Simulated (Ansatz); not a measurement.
`O=C[SiH2]F` + NH₃ → `N[SiH2]C=O` + H–F at 700 K and 1 bar (ligand exchange at the Si–F bond).

Isolated molecules relaxed with PBE0-D4/def2-TZVP in Ansatz; ΔE leaves out vibrations. CCSD(T)/CBS adds triple-zeta CCSD(T) − MP2 to the extrapolated MP2 energy (def2 sets, frozen cores). This one scheme is used for every species. Each species was taken in one conformer, which may not be the lowest.

| species | CCSD(T)/CBS energy (Eh) | H − E (kJ/mol) | S (J/(mol·K)) |
| --- | --- | --- | --- |
| `O=C[SiH2]F` | -503.92730 | 155.8 | 392.0 |
| NH₃ | -56.50880 | 116.9 | 226.5 |
| `N[SiH2]C=O` | -460.01140 | 228.0 | 424.4 |
| H–F | -100.39570 | 45.2 | 198.5 |

H − E and S are ideal-gas, rigid-rotor, harmonic terms from PBE0-D4/def2-TZVP, for one conformer and one mirror image of each species. 1 Eh = 2625.50 kJ/mol, R = 8.31446 J/(mol·K).

Problem. By hand: ΔE, ΔH, ΔS and ΔG.

Solution. ΔE = (-460.01140) + (-100.39570) − (-503.92730) − (-56.50880) = 0.02900 Eh = 76.1 kJ/mol. Δ(H − E) = 228.0 + 45.2 − 155.8 − 116.9 = 0.5, so ΔH = 76.6 kJ/mol. ΔS = 424.4 + 198.5 − 392.0 − 226.5 = 4.4 J/(mol·K). ΔG = 76.6 − 700 × (4.4)/1000 = 73.5 kJ/mol.

Problem. By hand: the equilibrium constant, and the temperature at which ΔG would vanish if ΔH and ΔS stayed fixed.

Solution. log₁₀ K = −ΔG/(RT ln 10) = -5.5. ΔG = 0 at ΔH/ΔS = 17409 K, far beyond where these terms or the molecules hold.

The number of gas molecules stays the same, so ΔS is small and ΔH decides. A doubt of 5 kJ/mol in ΔE shifts log₁₀ K by 0.4 here. Other conformers and mirror images would add mixing entropy, several J/(mol·K) or more a flexible species. These are equilibria of isolated gas molecules and say nothing of rates. Largest T1 diagnostic: 0.014 (customary marks: 0.02 for closed shells, 0.045 for open ones).
